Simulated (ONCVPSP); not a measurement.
**Au: one change to an ONCV potential, before and after**

ONCVPSP 4.0.1 input, shortened (lines: element, Z, core and valence counts, functional; n l f; lmax; l rc ep ncon nbas qcut; lloc lpopt rc5 dvloc0; l nproj debl; icmod fcfact rcfact), PBEsol, scalar-relativistic:

```
  Au 79.00   12    2  -116133      upf
    1    0    2.00
    2    0    2.00
    2    1    6.00
    3    0    2.00
    3    1    6.00
    3    2   10.00
    4    0    2.00
    4    1    6.00
    4    2   10.00
    4    3   14.00
    5    0    2.00
    5    1    6.00
    5    2   10.00
    6    0    1.00
    2
    0    2.55    0.00    4    9    2.60
    1    2.40    0.18    4    7    3.80
    2    1.65    0.00    3    7    7.50
    4    5    1.20    0.00
    0    1    3.90
    1    3    1.90
    2    1    1.90
    1    0.35    0.00
```

In the p channel the program set the typed energies aside and used 0.050, 1.950, 3.850 Ha.

Change: all radii but the core radius scaled by about 1.03 (s 2.64, p 2.48, d 1.70 bohr); local potential polynomial inside 1.24 bohr (lpopt 5, dvloc0 0 Ha).

Cutoffs: the cutoffs (Ha) at which the residual kinetic energy of the hardest occupied pseudo-wave falls to 1 and 0.1 mHa per electron; they do not see the model core or the augmentation charge, which bear on the density cutoff. Errors are all-electron minus pseudo energies relative to the spin-unpolarised reference configuration.

Question: What does the change do?

Answer: The potential gets neither clearly harder nor softer (20 Ha and 32 Ha → 20 Ha and 29 Ha); both files keep a bound ghost (p, s); the number of tests with a reliable result goes from 3 to 4; of the 3 tests that both files solve, the error grows in 2 and shrinks in 0 by more than 15 % and 0.3 meV (median size 12.7 → 12.4 meV).

| quantity | base | changed |
| --- | --- | --- |
| cutoff, loose | 20 Ha | 20 Ha |
| cutoff, tight | 32 Ha | 29 Ha |
| loose cutoff by channel | s 5.3 Ha, d 20 Ha | s 4.3 Ha, d 20 Ha |
| bound ghosts | s, p | s, p |
| GHOST(+) flags under 300 eV | none | none |
| tests with a reliable result | 3 of 4 | 4 of 4 |
| error for 5d10 6s0, meV [ΔE 9.44 eV] | -13 | -12 |
| error for 5d9 6s0, meV [ΔE 30.68 eV] | -51 | -59 |
| error for 5d9 6s1, meV [ΔE 12.16 eV] | -0.1 | +1.3 |
| rms error of d²Exc/dni dnj with the model core, mHa | 0.54 | 0.57 |

 A true bound ghost makes a file unfit for plane-wave use even where its test errors are small: the radial tests pick states by their node count and pass the ghost by.
